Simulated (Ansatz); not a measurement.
## A family of molecules: the atomisation energy (no zero-point term)

Gas-phase molecules, one atom swapped for its congeners: SiH(OH)3; GeH(OH)3; SnH(OH)3. All are singlets with charge 0.

Shapes, held fixed at every level: PBE0-D4/def2-TZVP. Flexible molecules stand in one conformer, not always the lowest. Programs: Ansatz 0.2.0. Values in eV.

| level | SiH(OH)3 | SnH(OH)3 |
| --- | --- | --- |
| SPW92/def2-TZVPP | 37.46 | 32.22 |
| wB97M-V/def2-TZVPP | 32.70 | 27.35 |
| wB97X-V/def2-TZVPP | 32.60 | 27.47 |
| CCSD(T)/def2-SVP | 29.70 | 24.70 |
| CCSD/def2-TZVPP | 31.32 | 26.12 |
| CCSD(T)/def2-TZVPP | 31.80 | 26.71 |

(1) Estimate the column for GeH(OH)3 from its neighbours.

Results:

(1) The mean of the neighbours at CCSD(T)/def2-TZVPP is 29.26 eV, against 28.75 from the run. All rows: SPW92/def2-TZVPP 34.29; wB97M-V/def2-TZVPP 29.24; wB97X-V/def2-TZVPP 29.36; CCSD(T)/def2-SVP 26.95; CCSD/def2-TZVPP 28.20; CCSD(T)/def2-TZVPP 28.75 eV. At CCSD(T)/def2-TZVPP the atomisation energy falls at every step, from 31.80 to 26.71 eV. Every level shows the same order. For atoms past krypton def2 sets carry core potentials with scalar relativity. Relativity is left out for Ge. Outer-core shells of Ge, Sn are correlated, in sets that cover them unevenly. Spin-orbit coupling, which grows down the group, is left out (summed over each molecule's free atoms 0.05, 0.15, 0.34 eV). Coupled cluster in double- or triple-zeta sets underbinds by a few per cent against its basis-set limit. CCSD also lacks the triples, which bind further.
